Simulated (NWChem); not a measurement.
Molecule: MgBrF; SMILES [F][Mg][Br]

```xyz
3

Mg    -0.0075     1.0753     0.0000
F     -0.1648     2.8211     0.0000
Br     0.2027    -1.2528     0.0000
```
Atoms are numbered in this order, from 1.

All runs use the structure optimised with PBE0/def2-SVP.

Spin-orbit effects, on the heavy nuclei and on their neighbours, are missing.

Q: Give the principal values of the shielding tensors (ppm) of Mg1, F2, Br3 from Hartree-Fock/6-31G* (spherical d), GIAO (NWChem), with their diamagnetic and paramagnetic parts as GIAO splits them.

A: 
```csv
atom,σ11,σ22,σ33,isotropic,diamagnetic,paramagnetic
Mg1,516.8,516.8,714.8,582.8,709.6,-126.8
F2,365.9,365.9,485.6,405.8,471.1,-65.2
Br3,3093.6,3093.6,3127.7,3105.0,3119.7,-14.7
```
